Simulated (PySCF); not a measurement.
**Computed structure and properties of Ce(SH)3**

System: Ce(SH)3 (singlet in the valence; each metal's 4f electrons, 1 of them, lie in its core potential, out of spins and levels); start: displaced along the imaginary mode (C3). Method: PySCF 2.14.0, RKS PBE0, Ce lcecp-1-SVP with ECP47, S def2-SVP, H def2-SVP; non-relativistic Hamiltonian with scalar-relativistic core potentials where named; density fitting; no spin-orbit coupling.

Input of the relaxation:

```python
mol = gto.M(atom='''
Ce    -0.00000    -0.00000    -0.42718
S      2.49818    -0.00678     0.56415
H      2.14628     0.24999     1.86993
S     -1.24322     2.16688     0.56415
H     -1.28964     1.73374     1.86993
S     -1.25496    -2.16010     0.56415
H     -0.85664    -1.98373     1.86993''',
    basis={'Ce': 'lcecp-1-SVP', 'S': 'def2-SVP', 'H': 'def2-SVP'},
    ecp={'Ce': 'lcecp-1-SVP'},
    charge=0, spin=0)
mf = dft.RKS(mol, xc='PBE0')
mf.grids.atom_grid = (50, 194)  # f atoms: unpruned, at least (60, 302)
mf = mf.density_fit()  # fitting sets: Ce AutoAux, S def2-universal-JKFIT, H def2-universal-JKFIT
mf.conv_tol = 1e-08; mf.max_cycle = 55
mf.kernel(dm0)  # dm0: converged density of the start geometry
# quasi-Newton relaxation in Cartesian coordinates to a largest gradient under 0.00045 Eh/bohr, steps kept in the point group
```

Run from Python with OMP_NUM_THREADS=2; the lines above give its settings. Where DIIS fails, smearing, a level shift and second-order steps follow.
It took 2.1 min on 2 threads of Arm Neoverse V1, on a shared host, from the converged density of the start.

Course of the relaxation:

| step | energy above end (eV) | largest force component within the symmetry (eV/Å) |
| --- | --- | --- |
| 0 | 0.3396 | 0.579 |
| 1 | 0.3010 | 0.174 |
| 2 | 0.2584 | 0.453 |
| 3 | 0.2440 | 0.808 |
| 4 | 0.1809 | 0.168 |
| 5 | 0.1392 | 0.276 |
| 6 | 0.1171 | 0.417 |
| 7 | 0.0902 | 0.066 |
| 21 | 0.0018 | 0.086 |
| 22 | 0.0006 | 0.071 |
| 23 | 0.0003 | 0.013 |
| 24 | 0.0001 | 0.014 |
| 25 | 0.0001 | 0.008 |
| 26 | 0.0000 | 0.009 |
(The steps between are left out.)

Relaxed geometry (C3):

```xyz
7

Ce    0.0000    0.0000    0.8786
S     2.6593   -0.4011    0.9872
H     2.9830    0.9142    1.0116
S    -0.9823    2.5036    0.9872
H    -2.2832    2.1262    1.0116
S    -1.6770   -2.1025    0.9872
H    -0.6998   -3.0404    1.0116
```

```tsv
contact	Å
Ce1–S2 (SH)	2.692
Ce1–S4 (SH)	2.692
Ce1–S6 (SH)	2.692
```

On the finer grid (75, 302):

The HOMO is -7.25 eV. The LUMO is -2.43 eV, the dipole about the centre of mass is 0.64 D and the set of Mulliken populations of Ce1 outside the core potential is s 2.24, p 6.29, d 1.54, f 0.04. The D3(BJ) dispersion energy (not in the energies) is -0.185 eV.

| atom | Mulliken (e) | Löwdin (e) | spin (e) |
| --- | --- | --- | --- |
| Ce1 | 0.90 | 0.09 | 0.00 |
| S2 | -0.41 | -0.05 | 0.00 |
| H3 | 0.11 | 0.02 | 0.00 |
| S4 | -0.41 | -0.05 | 0.00 |
| H5 | 0.11 | 0.02 | 0.00 |
| S6 | -0.41 | -0.05 | 0.00 |
| H7 | 0.11 | 0.02 | 0.00 |

The 4f levels lie in the core potential and are missing. Their spin isn't counted.

On the grid (50, 194), as all that follows. Harmonic modes: a minimum within the noise of the softest modes; lowest 18 cm⁻¹ (negative: unstable), highest 2690 cm⁻¹, zero-point energy 0.677 eV.

Taking off one SH (charge -1, singlet; the rest: singlet) in vacuum, both parts rigid, costs 8.73 eV; the small basis without counterpoise inflates it. Most of it is the attraction of opposite charges; other ways to part are cheaper, and one spin state was tried for the rest.

Rigid scan of SH along the line from its metal:

distance to S2 (Å), energy (eV) and a bar:
```
     2.39      0.575 ######
     2.49      0.226 ##
     2.59      0.050 #
     2.69      0.000 
     2.79      0.041 
     2.89      0.147 ##
     3.09      0.479 #####
     3.39      1.101 ############
     3.79      1.930 #####################
     4.29      2.799 ##############################
```

One start shape was tried, so this needn't be the lowest isomer.

An lcecp potential fixes the number of 4f electrons, so in runs with it no electron can move into or out of that shell.
